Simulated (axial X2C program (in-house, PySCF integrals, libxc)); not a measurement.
**Which molecule has these constants?**

All values come from calculations with an axial X2C code built on PySCF integrals, spin-free (one-electron X2C) or two-component (2c: spin–orbit coupling with atomic mean-field Coulomb and Gaunt terms, which also bring small scalar terms), in Dyall basis sets with cores contracted in-house; open shells are unrestricted.

A two-component CCSD(T) calculation in a Dyall 3-zeta basis gave Re = 3.058 Å, ωe = 223.0 cm⁻¹, De = 0.04 eV, Ω = 1/2.

Question: Which molecule is it?
A. NaK⁺
B. KH⁺
C. LiK⁺

Answer: B. The others have NaK⁺ 4.128 Å and 91.0 cm⁻¹ (Ω = 1/2); LiK⁺ 3.877 Å and 153.3 cm⁻¹ (Ω = 1/2).

Frozen shells (counts by l): KH⁺ K 2s1p, H none, 9 electrons correlated; NaK⁺ K 2s1p, Na 2s1p, 9 electrons correlated; LiK⁺ K 2s1p, Li 1s, 9 electrons correlated. Coupled cluster in natural virtuals with an MP2 remainder. Where the outer core of a metal is frozen, bonds come out longer and ionisation energies lower.

Each entry is the lowest single determinant of a limited PBE0 search at one distance. De goes to single-determinant-based atoms at the same level (for ions the charge split of lowest energy) and is withheld (n/a) where an atom does not fit its ground term or J level. Main or longest-lived isotopes.
